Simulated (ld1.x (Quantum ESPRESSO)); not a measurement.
# hafnium (Hf): PAW pseudisation with PBE, scalar-relativistic reference atom.

Hf (Z = 72), PAW, made with ld1.x (Quantum ESPRESSO) 7.5 (PBE, scalar-relativistic). Core [Kr] 4d10 4f14 5s2, reference 5p6 5d2 6s2 6p0. Waves: 6s (bound): rcut 2.50, rcutus 2.75 bohr; 6s channel at 3 Ry: rcut 2.50, rcutus 2.75 bohr; 5p (bound): rcut 1.75, rcutus 2.00 bohr; 6p (bound, empty): rcut 1.75, rcutus 2.00 bohr; 5d (bound): rcut 1.75, rcutus 2.05 bohr; 5d channel at 2.05 Ry: rcut 1.75, rcutus 2.05 bohr. Local part: all-electron potential smoothed inside 2.00 bohr (lloc = -1). Core correction: Bessel-smoothed model core, default radius (core density twice the valence density). Augmentation charge: PSQ, inside the norm-conserving radii.

Question: Does the generator finish with these settings?

Answer: Yes, a potential is produced and its reference levels are reproduced.

Question: What does a ghost test show?

Answer: Ghost state, extra bound levels that the all-electron valence spectrum of the same l lacks: s at -46.4 eV (p not tested). A true bound ghost makes a file unfit for plane-wave use.

Question: Is the overlap operator S = 1 + Σ q|β⟩⟨β| positive definite (Bessel basis up to 400 Ry)?

Answer: No: its lowest eigenvalue is -4.926, in the p channel, so the generalised eigenproblem breaks down once the basis is large enough.

Test run stopped at test 1 of 7 (negative rho).

Its overlap operator is not positive definite in a basis up to 400 Ry (lowest eigenvalue p -4.93), so the file is unfit for use: the generalised eigenproblem breaks down once the basis is large enough, and its test numbers describe a broken file.
